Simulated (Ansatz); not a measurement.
Geometry optimisation, UKS PBE0-D4/def2-SVP in Ansatz.

Input:

```yaml
crystal:
  periodic: [false, false, false]
  atoms:
    - { symbol: Mg, position_ang: [-0.597439, -0.391381, -1.868269] }
    - { symbol: "N", position_ang: [1.305932, -0.800101, -1.217111] }
    - { symbol: Cl, position_ang: [-2.635821, 0.044899, -2.562991] }
    - { symbol: H, position_ang: [0.335368, 0.1126, 0.694289] }
    - { symbol: C, position_ang: [-0.310537, 0.556996, 1.453179] }
    - { symbol: H, position_ang: [1.515424, -1.572144, -0.594193] }
    - { symbol: H, position_ang: [1.991509, -0.074806, -1.038521] }
    - { symbol: H, position_ang: [0.085017, 0.344197, 2.456831] }
    - { symbol: H, position_ang: [-1.322173, 0.135728, 1.365895] }
    - { symbol: H, position_ang: [-0.36728, 1.644013, 1.310792] }
magnetization:
  spin_polarized: true
basis:
  gaussian: { orbitals: def2-SVP }
hamiltonian:
  xc: pbe0
  dispersion: d4
relax:
  f_tol: 0.03
  max_steps: 50
```

Command:

```bash
$ ansatz run input.yaml --threads 2 --pin off --max-ram 3072MiB --backend cpu --events-out ev --progress --plain --runs-dir out
```

Where does it end, and by what steps?

The run converged. The force dipped under the threshold on the way, but the program's further checks kept it going. After 42 steps the energy has fallen by 0.347 eV; H6 moved furthest, 1.59 Å. Joined: Mg1–C5.

```
step  energy less start (eV)  largest force component (eV/Å)  accepted
   0                  0.0000                           1.860       yes
   2                 -0.2307                           0.248       yes
   4                 -0.2384                           0.937       yes
   6                 -0.2605                           0.299       yes
   8                 -0.2556                           1.143        no
  10                 -0.2864                           0.076       yes
  12                 -0.2905                           0.039       yes
  14                 -0.2913                           0.032       yes
  16                 -0.2914                           0.022       yes
  18                 -0.2856                           0.677        no
  20                 -0.2969                           0.172       yes
  22                 -0.3012                           0.601       yes
  24                 -0.3172                           0.191       yes
  26                 -0.3279                           0.111       yes
  28                 -0.3012                           1.139        no
  30                 -0.3350                           0.240        no
  32                 -0.3379                           0.036       yes
  34                 -0.3402                           0.116       yes
  36                 -0.3414                           0.193       yes
  38                 -0.3458                           0.035       yes
  40                 -0.3468                           0.069       yes
  42                 -0.3472                           0.009       yes
```

```xyz
10
Properties=species:S:1:pos:R:3
Mg -0.447 -0.397 -1.189
N 1.407 -0.724 -1.275
Cl -2.617 -0.233 -1.620
H 0.014 -0.398 1.347
C -0.472 0.590 1.323
H 1.915 -1.119 -2.061
H 2.092 -0.513 -0.556
H -0.507 0.970 2.352
H -1.507 0.525 0.952
H 0.123 1.299 0.726
```

Time of the run: 2.6 min on 2 threads of Arm Neoverse V1, with other jobs on the host, peak memory 0.26 GiB.
